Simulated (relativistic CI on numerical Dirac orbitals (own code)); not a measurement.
# Hyperfine structure of Mn, mass number 55

Calculated at this level of theory: Dirac-Coulomb-Breit CI, orbitals from a KLI potential per configuration, model QED, valence Slater integrals scaled by 0.85, P86 correlation energy added to each configuration (own radial code, finite nucleus).

Configurations in the expansion (outside the closed core [Ar]): 3d5.4s2, 3d6.4s, 3d5.4s.4p, 3d6.4p, 3d7, 3d5.4s.4d, 3d6.5s, 3d5.4s.5s, 3d6.5p, 3d5.4s.5p, 3d4.4s2.4p, 3d5.4p2, 3d4.4p3. Double excitations out of closed p, d and f shells are left out; levels of such configurations are missing from the list, as are those of other unlisted configurations, and high levels can miss mixing partners.

Nuclear spin I = 5/2, μ = 3.4669 μN, Q = 0.33 b (tables of Stone and Pyykkö). The electronic factors are computed for point nuclear moments, without core polarisation; leaving it out makes A of s and p electrons in near-neutral atoms 20 to 40 % too small, and it can dominate for d and f shells.

```csv
Level,E (eV),A (MHz),B (MHz)
3d5.4s.4p 8P°_5/2,1.7361,841.5,19.9
3d5.4s.4p 8P°_7/2,1.7506,721,-73.2
3d5.4s.4p 8P°_9/2,1.7696,604.1,53.6
3d5.4s.4p 6P°_3/2,2.6977,794.4,10
3d5.4s.4p 6P°_5/2,2.7012,600.3,-57.2
3d5.4s.4p 6P°_7/2,2.7065,538,50.1
3d6.4s 6D_9/2,2.9527,683.7,158
3d6.4s 6D_7/2,2.9803,632.3,26
```

Levels with J = 0, under 50 % of one LS term, or S terms without an open s electron are left out. Small factors come from cancelling terms and can be off by tens of per cent or more.

Correlation outside the listed configurations is missing or only estimated: errors of thousands of cm⁻¹ between configurations and terms are usual at this charge. Rates and lifetimes follow the computed energies and can be off by large factors. The fine structure of a lone outer electron comes out too small, for d and f at times inverted, and misplaced configurations move strength between like terms. 24 of the 35 excited levels that our extract of the measured tables holds in this range could be paired (the sources list more); they are missed by 5495 cm⁻¹ on average and 9481 at most, and levels without a partner can miss by more.

Problem. Give the hyperfine levels of 3d5.4s.4p 8P°_5/2 relative to its centre of gravity.

Solution. With K = F(F + 1) − I(I + 1) − J(J + 1), E = AK/2 + B[¾K(K + 1) − I(I + 1)J(J + 1)]/[2I(2I − 1)J(2J − 1)]: F = 0: -7349, F = 1: -6513, F = 2: -4837, F = 3: -2320, F = 4: 1045, F = 5: 5265 MHz.

LS names give the leading component of a level, which can be under half, so a name can repeat, a term be missing and a line seem to break the LS rules.
